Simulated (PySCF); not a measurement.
## Electron correlation in Ca (calcium, neutral)

[Ar] 4s2, closed-shell 1S. All numbers are calculated (PySCF 2.14, the non-relativistic Hamiltonian (point nucleus), in dyall-av2z (17s13p4d, 76 functions)). Frozen: [Ar]; 2 electrons correlated; the 20 highest virtual orbitals of each spin left out.

With two correlated electrons CCSD is exact within the correlated space (frozen core and kept virtual orbitals).

| level | correlation energy (mhartree) |
| --- | --- |
| CCSD | -28.68 |

Diagnostics: T1 = 0.018, D1 = 0.0258, largest double amplitude 0.090.

Problem. Is a single reference adequate?

Solution. Mostly. T1 lies below 0.03, but a double amplitude of this size points to a near-degeneracy that CCSD handles and MP2 describes poorly.
